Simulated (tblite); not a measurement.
Cl2Sr, triplet, at a GFN2-xTB geometry (such geometries of metal compounds can be far from the true shape) (a higher spin typed on purpose: for a closed-shell molecule this is an excited state); tblite 0.6.0 with GFN1-xTB.

The tblite input:
```
$ tblite run mol.xyz --method gfn1 --charge 0 --spin 2 --efield 0,0,0.1 --json tblite.json --no-restart

# file mol.xyz
3

Sr     0.50354995    -0.98029751     0.16357802
Cl     0.31464289     1.39392006    -1.09624314
Cl    -1.44022513     0.79733320     0.73059816
```

Output, abridged:

```
xTB calculator
 | screened Coulomb repulsion
 | Coulomb electrostatics
 |  * isotropic Klopman-Ohno-Mataga-Nishimoto electrostatics
 |  * onsite third-order electrostatics
 | DFT-D3(BJ) dispersion correction
 | Interactions (1)
 | [1] electric field

halogen bonding energy    0.0000000000000E+00 Eh
repulsion energy          4.1725457073722E-03 Eh
dispersion energy        -9.3598914325951E-04 Eh
interaction energy        0.0000000000000E+00 Eh
number of electrons       1.6000000000000E+01 e
integral cutoff           4.0000000000000E+01 bohr

------------------------------------------------------------
  cycle        total energy    energy error   density error
------------------------------------------------------------
      1     -9.024821219408  -9.0280578E+00   2.9080352E-01
      2     -9.035507104378  -1.0685885E-02   1.8614695E-01
      3     -9.039474614969  -3.9675106E-03   1.1797640E-01
      4     -9.033286437343   6.1881776E-03   2.0762248E-01
      5     -9.039981065658  -6.6946283E-03   9.7675940E-03
      6     -9.040005719472  -2.4653814E-05   5.5953914E-04
      7     -9.040005555478   1.6399434E-07   9.7522338E-04
      8     -9.040005800418  -2.4494053E-07   2.9829649E-05
      9     -9.040005800567  -1.4856738E-10   2.1727274E-05
     10     -9.040005800692  -1.2557066E-10   3.1778783E-06
------------------------------------------------------------

electronic energy        -9.0432423572566E+00 Eh
total energy             -9.0400058006925E+00 Eh

Post processing:
 | Mayer-Wiberg bond orders

[Info] JSON dump of results written to 'tblite.json'
```
